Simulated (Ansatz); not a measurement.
CH$_{4}$OSeSi (`OC1[SiH2][Se]1`). Charge 0, multiplicity 1.

```xyz
8

O     0.4374    1.6111    0.0509
C     0.3840    0.2922    0.4241
Si   -0.8660   -0.8160   -0.3690
Se    1.2893   -1.0872   -0.8407
H     1.3177    1.9591    0.2259
H     0.7408    0.0763    1.4295
H    -1.5524   -1.8314    0.4626
H    -1.7508   -0.2041   -1.3833
```

Question: List the harmonic frequencies (cm⁻¹, unscaled) at PBE0-D4/def2-TZVP in Ansatz. (Estimate.)

Answer: The calculation gave: 232, 268, 405, 424, 473, 549, 567, 685, 756, 944, 947, 1154, 1240, 1392, 2243, 2267, 3131, 3823.

Question: Is this a minimum?

Answer: Yes, all 18 modes are real.

Question: Give the ideal-gas thermochemistry at 298.15 K and 1 bar (rigid rotor, harmonic oscillator; point group C1, symmetry number 1).

Answer: Zero-point energy 128.6 kJ/mol; H(298) − E = 145.1 kJ/mol; entropy 315.7 J/(mol·K), of which translation 170.4, rotation 111.8, vibration 33.4; G(298) − E = 51.0 kJ/mol.

Question: And at 400, 500, 600, 800 and 1000 K?

Answer: 
| T (K) | H − E (kJ/mol) | S (J/mol/K) | G − E (kJ/mol) |
| --- | --- | --- | --- |
| 400 | 154.9 | 343.8 | 17.4 |
| 500 | 166.0 | 368.4 | -18.2 |
| 600 | 178.0 | 390.4 | -56.2 |
| 800 | 204.6 | 428.5 | -138.2 |
| 1000 | 233.4 | 460.6 | -227.2 |
